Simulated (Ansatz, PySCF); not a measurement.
Process, species as SMILES: F[Si](F)(Br)Br [dibromo(difluoro)silane] + 4 [H][H] (H2) → 2 Br (HBr) + 2 F (HF) + [SiH4] (SiH4)
Structures are relaxed separately at B3LYP-D3(BJ)/def2-TZVP in Ansatz (an electronic-structure program).

Property: energy of full hydrogenation (enthalpy at 298 K, with B3LYP-D3(BJ) rigid-rotor harmonic-oscillator terms from PySCF), in kcal/mol. Cores are frozen in the correlated levels unless marked. No spin-orbit coupling. The frozen core is the preceding noble-gas configuration, with the filled d and f shells of earlier blocks. No relativistic terms. Basis-set limits of correlation are two-point, X^-3; Hartree-Fock from the larger set.

```tsv
level	program	energy of full hydrogenation (kcal/mol)
HF/def2-TZVPPD	Ansatz	87.0
PBE-D3(BJ)/def2-TZVPD	Ansatz + dftd3	92.4
```

**Question.** What does CCSD(T)/CBS(def2-TZVPPD,def2-QZVPPD) (Ansatz) give?

**Answer.** 97.2 kcal/mol, so PBE-D3(BJ)/def2-TZVPD differs from it by -4.8 kcal/mol.
